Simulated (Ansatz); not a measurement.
Consider the redistribution: `[SiH3]/C=C(\[SiH3])Cl` + `B/C=C/O` → `B/C=C/[SiH3]` + `O/C(Cl)=C/[SiH3]`.

Isolated molecules relaxed with PBE0-D4/def2-TZVP in Ansatz; ΔE leaves out vibrations. CBS: MP2 limit from def2 TZ/QZ plus the TZ coupled-cluster correction, frozen cores. This one scheme is used for every species. Double bonds are as drawn, so ΔE can hold a change between cis and trans. Functionals use def2-TZVPP. B3LYP here is the variant with VWN-RPA as its local correlation; programs differ in this. Each species was taken in one conformer, which may not be the lowest.

`[SiH3]/C=C(\[SiH3])Cl`:

Cartesian coordinates in Å:
```
Si 0.003 -0.093 1.875
C -0.838 -0.811 0.364
C -0.563 -0.487 -0.897
Si 0.705 0.743 -1.523
Cl -1.438 -1.247 -2.207
H -0.600 -0.741 3.068
H 1.463 -0.366 1.865
H -0.207 1.375 1.968
H -1.615 -1.554 0.540
H 1.682 0.036 -2.385
H 1.396 1.351 -0.358
H 0.012 1.793 -2.309
```

`B/C=C/O`:

Cartesian coordinates in Å:
```
B -1.427 0.030 -0.692
C -0.167 0.448 0.026
C 0.786 -0.475 0.270
O 1.950 -0.289 0.885
H -1.551 -1.115 -1.029
H -2.305 0.807 -0.933
H 0.017 1.469 0.364
H 0.667 -1.510 -0.039
H 2.030 0.636 1.148
```

`B/C=C/[SiH3]`:

```xyz
11

B    -0.180    2.158    0.798
C    -0.242    0.625    0.678
C     0.185   -0.007   -0.431
Si    0.153   -1.859   -0.684
H    -0.562    2.731    1.777
H     0.263    2.788   -0.119
H    -0.635    0.014    1.492
H     0.576    0.616   -1.237
H     1.531   -2.361   -0.935
H    -0.407   -2.510    0.528
H    -0.682   -2.195   -1.868
```

`O/C(Cl)=C/[SiH3]`:

Z-matrix (Å, degrees):
```
Si
C 1 1.850
H 1 1.486 2 108.0
H 1 1.487 2 111.6 3 -119.5
H 1 1.488 2 111.6 3 119.5
C 2 1.328 1 124.8 3 179.7
H 2 1.086 1 120.3 3 -0.3
Cl 6 1.738 2 122.0 1 0.0
O 6 1.339 2 124.4 1 -180.0
H 9 0.962 6 110.0 2 -180.0
```

Problem. Is it downhill or uphill in electronic energy at CCSD(T)/CBS, and by how much? (An estimate is asked.)

Solution. Computed: Uphill: ΔE = +25.4 kJ/mol.

Problem. What do these levels give: B3LYP-D4, ωB97X-V, ωB97M-V, PBE0, HF/def2-TZVPP, MP2/def2-TZVPP, SCS-MP2/def2-TZVPP, CCSD/def2-TZVPP, MP2/def2-QZVPP, SCS-MP2/def2-QZVPP, MP2/CBS(def2), CCSD/CBS(def2)? (Estimate.)

Solution. Ansatz gave: B3LYP-D4 30.6, ωB97X-V 25.1, ωB97M-V 26.1, PBE0 27.5, HF/def2-TZVPP 22.0, MP2/def2-TZVPP 25.9, SCS-MP2/def2-TZVPP 24.2, CCSD/def2-TZVPP 23.9, MP2/def2-QZVPP 25.9, SCS-MP2/def2-QZVPP 24.3, MP2/CBS(def2) 26.1, CCSD/CBS(def2) 24.1 kJ/mol.

Largest T1 diagnostic among the species: 0.013.

The D4 term adds +3.8 kJ/mol with B3LYP and +2.2 kJ/mol with PBE0; it sums over pairs of atoms, weighted by their polarisabilities, and B3LYP, whose exchange is more repulsive, gets the larger term. In def2-TZVPP, CCSD(T) changes the Hartree–Fock value by +3.2 kJ/mol (the triples alone add +1.3 kJ/mol) and MP2 by +3.9 kJ/mol.
